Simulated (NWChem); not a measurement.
Species: SiH$_{3}$O$_{2}$Cl; SMILES O[SiH](Cl)O

```xyz
7

Si    -0.0216     0.4669     0.4064
O     -1.3169     1.2407    -0.2364
O      1.3621     1.1484    -0.1789
Cl     0.0211    -1.5393    -0.1177
H     -0.1683     0.5522     1.8710
H     -1.3123     1.3969    -1.1861
H      2.1238     0.5732    -0.2951
```
Atoms are numbered in this order, from 1.

Results from NWChem. The geometry was optimised at PBE0/def2-SVP. Level: B3LYP/def2-SVP with SMD (1 M gas to 1 M solution), gas-phase geometry. Reactions with the solvent are ignored.

```json
[
 {"solvent": "water", "dielectric constant": "78.4", "solvation free energy (kcal/mol)": "-7.4", "cavity-dispersion-structure term (kcal/mol)": "2.2", "dipole in solution (D)": "1.94"},
 {"solvent": "chloroform", "dielectric constant": "4.71", "solvation free energy (kcal/mol)": "-6.3", "cavity-dispersion-structure term (kcal/mol)": "-1.1", "dipole in solution (D)": "1.80"},
 {"solvent": "acetonitrile", "dielectric constant": "35.7", "solvation free energy (kcal/mol)": "-6.5", "cavity-dispersion-structure term (kcal/mol)": "-1.2", "dipole in solution (D)": "1.83"},
 {"solvent": "cyclohexanone", "dielectric constant": "15.6", "solvation free energy (kcal/mol)": "-5.8", "cavity-dispersion-structure term (kcal/mol)": "-1.8", "dipole in solution (D)": "1.78"},
 {"solvent": "1-octanol", "dielectric constant": "9.86", "solvation free energy (kcal/mol)": "-8.1", "cavity-dispersion-structure term (kcal/mol)": "0.1", "dipole in solution (D)": "1.89"},
 {"solvent": "cyclohexane", "dielectric constant": "2.02", "solvation free energy (kcal/mol)": "-3.7", "cavity-dispersion-structure term (kcal/mol)": "-1.6", "dipole in solution (D)": "1.66"},
 {"solvent": "N,N-dimethylformamide", "dielectric constant": "37.2", "solvation free energy (kcal/mol)": "-6.2", "cavity-dispersion-structure term (kcal/mol)": "-2.0", "dipole in solution (D)": "1.79"}
]
```
